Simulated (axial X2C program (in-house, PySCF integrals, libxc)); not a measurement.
Curves of KAu⁺ by EOM-EA-CCSD

Computed with an axial X2C code built on PySCF integrals: two-component X2C with atomic mean-field Coulomb and Gaunt terms, Gaussian nuclei, basis Au dyall-acv3z, K dyall-acv3z with contracted cores.

Energies in eV from the lowest point of the lowest state; states are followed by energy order within each Ω. Reference: KAu²⁺, 18 electrons correlated in 84 virtual spinors with an MP2 remainder; levels at this size can be off by some tenths of an eV. Masses 196.967 and 38.964 u.

| R (Å) | (1)Ω=1/2 | (3)Ω=1/2 | (4)Ω=1/2 |
| --- | --- | --- | --- |
| 3.146 | 0.0298 | 4.8677 | 5.3320 |
| 3.283 | 0.0058 | 4.7695 | 5.2499 |
| 3.420 | 0.0000 | 4.6826 | 5.1933 |
| 3.574 | 0.0069 | 4.5970 | 5.1506 |
| 3.728 | 0.0210 | 4.5228 | 5.1211 |
| 3.933 | 0.0439 | 4.4414 | 5.0931 |

(1) Fit the curves (1)Ω=1/2 near their minima.

No minimum in range: (3)Ω=1/2, (4)Ω=1/2; the order of states may turn beyond it. T1 of the reference reaches 0.007 (Lee–Taylor). Curves followed by order can swap character. Number of frozen shells: Au 5 s, 4 p, 2 d, 1 f; K 2 s, 1 p. Roots with under 60 % one-particle weight at any point are counted in the labels but not shown, and the list ends where the roots sought for some Ω run out; states that need a further excitation are missing and may lie low or lowest. Curves with a minimum but no constants failed the fit check.

## Answers

(1) At EOM-EA-CCSD from KAu²⁺ (the fit fixes ωe to about one per cent; ωe of higher roots by this method can be off by ten per cent):

```
   state  Te (cm⁻¹)  Re (Å)  ωe (cm⁻¹)
(1)Ω=1/2          0   3.409       71.7
```
